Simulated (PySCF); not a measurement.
Excitation energy of Zr by level of theory

Zr [Kr] 4d2 5s2 (3F) → Zr [Kr] 4d1 5s2 6s1 (3D), as a difference of total energies. All numbers are calculated (PySCF 2.14, a scalar-relativistic core potential, in aug-cc-pwCVTZ-PP with ECP28MDF (8s8p7d4f3g, 122 functions)). The calculations carry no spin-orbit coupling.

| method | excitation energy (eV) |
| --- | --- |
| LDA | 5.791 |
| PBE | 5.770 |
| r2SCAN | 6.067 |
| TPSSh | 5.860 |
| M06-L | 6.047 |

The promoted electron is Rydberg-like, and one or two diffuse shells describe it only roughly, which tends to raise the upper state.

The Hartree-Fock determinant of the upper state isn't an eigenfunction of L²: it has lost the atom's symmetry, so its energy isn't that of a pure term.
